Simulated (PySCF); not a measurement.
## Excitation energy of Zn⁺ by level of theory

Zn⁺ [Ar] 3d10 4s1 (2S) → Zn⁺ [Ar] 3d9 4s1 4p1 (high-spin determinant), as a difference of total energies. Calculation: PySCF 2.14, in ANO-RCC-VTZP (6s5p3d2f1g, 59 functions); scalar relativity by spin-free X2C-1e. Correlated levels: valence and next inner shell: [Ne] frozen. The calculations carry no spin-orbit coupling.

```tsv
method	excitation energy (eV)
UHF	10.684
MP2 (valence and next inner shell)	14.069
SCS-MP2 (valence and next inner shell)	13.691
CCSD (valence and next inner shell)	12.969
CCSD(T) (valence and next inner shell)	13.095
```

Q: How much does correlation contribute at CCSD(T) (valence and next inner shell)?

A: 13.095 − (10.684) = 2.411 eV, measured against UHF.

A first-order spin-orbit estimate (lowest level to lowest level, LS coupling) adds -0.102 eV.

The basis was made for the ground configuration and has no added diffuse functions, so the excitation energy can come out too high.

The determinant of the upper state mixes LS terms, which raises its energy above the lowest term, most at the Hartree-Fock and MP2 levels.
